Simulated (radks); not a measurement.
Problem. The mean radii <r> (bohr) of the occupied orbitals of an atom or ion are listed with their occupations. Calculated with a radial shooting solver on a logarithmic mesh with Libxc functionals: Dirac Kohn-Sham, Slater X-alpha with alpha = 1.04, spin-unpolarised, spherical densities, finite nucleus; Fermi nuclear charge, rms radius of each element as measured or else 0.836 A^(1/3) + 0.57 fm.

| orbital | occ. | <r> |
|---|---|---|
| 1s1/2 | 2 | 0.03906 |
| 2s1/2 | 2 | 0.1712 |
| 2p1/2 | 2 | 0.1462 |
| 2p3/2 | 4 | 0.1504 |
| 3s1/2 | 2 | 0.4860 |
| 3p1/2 | 2 | 0.4833 |
| 3p3/2 | 4 | 0.4935 |
| 3d3/2 | 4 | 0.4824 |
| 3d5/2 | 6 | 0.4859 |
| 4s1/2 | 2 | 1.313 |
| 4p1/2 | 2 | 1.469 |
| 4p3/2 | 4 | 1.499 |
| 5s1/2 | 1 | 3.588 |

Name the element and its charge. Open shells, if any, fill j = l - 1/2 first.

Solution. Z = 38, strontium, charge +1: Sr+ in [Kr] 5s1. The 1s radius gives Z: for a bare nucleus <r> = (2 gamma + 1)/(2Z) with gamma = sqrt(1 - (Z/c)^2), 0.03844 bohr for Z = 38, and screening makes it slightly larger (0.03906 here). The occupations add up to 37, and the charge is Z minus that.
